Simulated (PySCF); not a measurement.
Compound: C5H10PSi (doublet state).
Atom-mapped SMILES: `[CH3:1][C:2]1[CH:3]=[CH:4][Si@@H:5]([PH2:6])[CH2:7]1` (hydrogens: H8, H9, H10 on C1; H11 on C3; H12 on C4; H13 on Si5; H14, H15 on P6; H16, H17 on C7)

Structure used (GFN2-xTB), in Å, numbered top down from 1:
```xyz
17
C5H10PSi angstrom
C     -2.5694   -0.0628   -0.1878
C     -1.1103   -0.2469    0.0283
C     -0.3987   -1.3403   -0.4034
C      0.9681   -1.3685   -0.1551
Si     1.4867    0.1936    0.7084
P      2.8382    1.6384   -0.3829
C     -0.3287    0.8071    0.7398
H     -2.7579    0.8280   -0.7908
H     -3.0813    0.0845    0.7651
H     -3.0063   -0.9223   -0.6913
H     -0.8940   -2.1496   -0.9226
H      1.5745   -2.1952   -0.4841
H      2.0594    0.0423    2.0565
H      3.9217    0.7802   -0.3591
H      2.4733    1.2328   -1.6550
H     -0.4820    1.7773    0.2629
H     -0.7004    0.9134    1.7598
```

The hyperfine couplings belong to this conformer and change with its torsions.

Level of theory: UKS B3LYP, pcH-1 on C H P Si, non-relativistic, mean-field spin-orbit, GIAO in PySCF 2.14.0. The structure is a single GFN2-xTB conformer in the gas phase; no vibrational or solvent corrections. The geometry wasn't refined by DFT: couplings that depend on bond lengths, twists or pyramidal angles can differ widely from those at the functional's own minimum. Stability of the SCF solution: not tested.

(1) Where do the isotropic ENDOR lines of C2, C4, C3, C1, H17, H8/H9/H10, H16, H12, H13 and Si5 fall at 3352.2 mT, to first order?

(2) Which pairs are centred on the nuclear Larmor frequency, and which on half the coupling?

(3) At what field would the lower line of H16 fall to zero frequency?

Results:

(1) ν± = |νn ± a/2|, one line for each electron-spin manifold; νn = |g_N| × 7.62259 MHz/T × B.

```csv
nuclei,isotope,g_N,νn (MHz),a_iso (MHz),lower line (MHz),upper line (MHz)
C2,13C,1.4048,35.90,53.11,9.34,62.45
C4,13C,1.4048,35.90,50.75,10.52,61.27
C3,13C,1.4048,35.90,-42.48,14.66,57.14
C1,13C,1.4048,35.90,-21.03,25.38,46.41
H17,1H,5.5857,142.73,48.28,118.59,166.87
H8/H9/H10,1H,5.5857,142.73,44.33,120.56,164.89
H16,1H,5.5857,142.73,40.14,122.66,162.80
H12,1H,5.5857,142.73,-38.25,123.60,161.86
H13,1H,5.5857,142.73,29.76,127.85,157.61
Si5,29Si,-1.1106,28.38,29.82,13.47,43.29
```

The rows for 13C and 29Si, of low natural abundance, apply to labelled samples.

(2) Centred on νn, since |a| < 2νn: C2, C4, C3, C1, H17, H8/H9/H10, H16, H12, H13 and Si5. No pair has |a| > 2νn.

(3) Where νn = |a|/2, that is B = 20.07 MHz/(5.5857 × 7.62259 MHz/T) = 471 mT, as far as first order holds there.

Couplings of abundant isotopes left out: H11 (9.2 MHz) and P6 (8.6 MHz).

Nuclei that the bonding pattern makes equivalent are averaged, as if the motion that swaps them (rotation, inversion, ring flip) were fast. The three 1H nuclei of mean +44.3 MHz run from 1.9 to 67.9 MHz in the frozen geometry.
